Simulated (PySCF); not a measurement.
C2H6BP.
Numbering: `[BH3-:1][PH+:2]1[CH:3]=[CH:4]1` (hydrogens: H5, H6, H7 on B1; H8 on P2; H9 on C3; H10 on C4)
Bond orders are those of one Lewis drawing.

Method: PBE0-D3(BJ)/def2-SVP geometry optimisation, gas phase (PySCF 2.14.0); density fitting, grid level 1; the optimiser is geomeTRIC in internal coordinates, started from a GFN2-xTB structure.

Geometry at step 1:
```
atom  x, y, z in Å
B1     -1.6819   -0.0206    0.3374
P2      0.0861   -0.4736   -0.1380
C3      1.4071    0.5001   -0.8626
C4      1.6518    0.2205    0.3972
H5     -2.3487   -0.2828   -0.6558
H6     -1.9387   -0.7300    1.3021
H7     -1.6016    1.1739    0.5928
H8      0.3165   -1.8442   -0.4784
H9      1.7643    1.0595   -1.7315
H10     2.3572    0.4057    1.2124
```

Q: What forces act on the atoms?

A: 
```tsv
atom	Fx (eV/Å)	Fy (eV/Å)	Fz (eV/Å)
B1	-0.265	0.413	0.116
P2	0.424	-0.448	-0.093
C3	-0.216	0.090	-0.233
C4	-0.009	-0.015	0.227
H5	0.088	-0.019	0.021
H6	0.094	-0.007	-0.065
H7	-0.111	-0.044	0.011
H8	0.077	0.159	0.000
H9	0.004	-0.080	0.095
H10	-0.086	-0.049	-0.078
```

The largest, 0.62 eV/Å, acts on P2; the rms over all components is 0.173 eV/Å. The forces sum to zero within rounding, as they must for an isolated molecule in no field.

Q: Give the force on P2 in Eh/bohr and in nN.

A: 0.624 eV/Å ÷ 51.422 = 0.01213 Eh/bohr, and 0.624 eV/Å × 1.602 = 1.00 nN.

Q: How far is this geometry from the end of the optimisation?

A: 0.017 eV above it, and 0.020 Å rms away after alignment. The bonds farthest from their final lengths, with half the difference of the two atoms' forces along the bond (positive lengthens):

| bond | now (Å) | final (Å) | force along bond (eV/Å) |
| --- | --- | --- | --- |
| B1–P2 | 1.886 | 1.910 | +0.45 |
| P2–H8 | 1.431 | 1.423 | -0.33 |
| B1–H7 | 1.224 | 1.219 | -0.23 |
| P2–C4 | 1.794 | 1.789 | -0.06 |
| P2–C3 | 1.794 | 1.789 | -0.06 |
| C4–H10 | 1.094 | 1.090 | -0.14 |

The angle farthest from its final value is B1–P2–H8, 116.2° against 118.2°.

What follows is the cost of the whole optimisation. The run took 11 s wall on one thread, Arm Neoverse V1 (aarch64), shared host with 32 logical CPUs at a one-minute load of 20, and the process peaked at 0.42 GiB of memory.
